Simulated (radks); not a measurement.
The numbers below are computed, except where a source is named.
Polarisability of the argon ion Ar6+, [Ne] 3s2, at imaginary frequency. Level of theory: non-relativistic Kohn-Sham, LDA (Slater exchange, VWN5 correlation), spin-polarised, spherical densities, point nucleus (a radial shooting solver on a logarithmic mesh with Libxc functionals). Response by self-consistent Sternheimer equations with the Hartree and adiabatic LDA kernel.

w (hartree),alpha1(iw) (bohr^3),alpha2(iw) (bohr^5)
0.00266,1.996,1.757
0.0143,1.995,1.757
0.0360,1.991,1.757
0.0697,1.980,1.754
0.118,1.952,1.748
0.186,1.891,1.734
0.280,1.773,1.705
0.413,1.571,1.648
0.605,1.269,1.540
0.892,0.9032,1.349
1.35,0.5551,1.054
2.12,0.2979,0.6870
3.59,0.1440,0.3480
6.94,0.06327,0.1242
17.5,0.01974,0.02498

Static values: alpha1 = 1.996 bohr^3 (0.2957 angstrom^3; uncoupled 3.317), alpha2 = 1.757 bohr^5, alpha3 = 2.506 bohr^7. C6 = 2.487, C8 = 14.83, triple-dipole C9 = 3.608 atomic units. One-pole (London) frequency 4 C6 / (3 alpha1^2) = 0.833 hartree, against 4.254 for minus the highest occupied eigenvalue. The dipole shielding factor is 0.667, as the force sum rule N/Z = 0.667 demands.
